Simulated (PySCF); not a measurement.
`InChI=1S/C5H8BN/c1-7-5-3-2-4-6-7/h2-6H,1H3`

Geometry (Å), atoms numbered from 1 in this order:
```xyz
15

C    -2.1612   -0.1585    0.0582
N    -0.7144   -0.1165    0.0299
B     0.0941   -1.2599    0.2597
C     1.5882   -1.0330    0.1952
C     2.0685    0.2148   -0.0707
C     1.1797    1.2888   -0.2854
C    -0.1649    1.0932   -0.2293
H    -2.4903   -1.1702    0.2812
H    -2.5535    0.5155    0.8247
H    -2.5765    0.1413   -0.9080
H    -0.4265   -2.2870    0.4813
H     2.3083   -1.8263    0.3539
H     3.1320    0.4152   -0.1244
H     1.5638    2.2753   -0.4946
H    -0.8517    1.9154   -0.3936
```

The calculation used quadratic response LC-wPBE/def2-SVPD first hyperpolarisability, Taylor convention, gas phase (PySCF 2.14.0). Geometry: GFN2-xTB.

Q: Give β for the processes computed.

A: In 10⁻³⁰ esu, Taylor convention; the vector part is βᵢ = ⅓ Σⱼ (βᵢⱼⱼ + βⱼᵢⱼ + βⱼⱼᵢ); β∥ is 3/5 of the vector part along the dipole, the dipole points from − to +:
```
                   process  λ (nm)  β vector norm    β∥  β HRS  depolarisation ratio
           static β(0;0,0)       ∞           1.05  0.54   0.40                  7.25
second harmonic β(−2ω;ω,ω)    1550           1.18  0.62   0.45                  6.58
         Pockels β(−ω;ω,0)    1550           1.09  0.57      –                     –
second harmonic β(−2ω;ω,ω)    1064           1.37  0.73   0.53                  5.85
         Pockels β(−ω;ω,0)    1064           1.14  0.60      –                     –
second harmonic β(−2ω;ω,ω)   694.3           2.20  1.21   0.87                  4.11
         Pockels β(−ω;ω,0)   694.3           1.28  0.68      –                     –
```

Q: Which lowest excitations, dipole and polarisabilities go with it?

A: S1 5.15 eV (f = 0.176); S2 6.31 eV (f = 0.066); S3 6.79 eV (f = 0.002); dipole 2.14 D; isotropic α 77.6 au static, 78.1 au at 1550 nm, 78.6 au at 1064 nm, 79.4 au at 775 nm, 79.9 au at 694.3 nm, 81.7 au at 532 nm, 89.7 au at 347.1 nm.
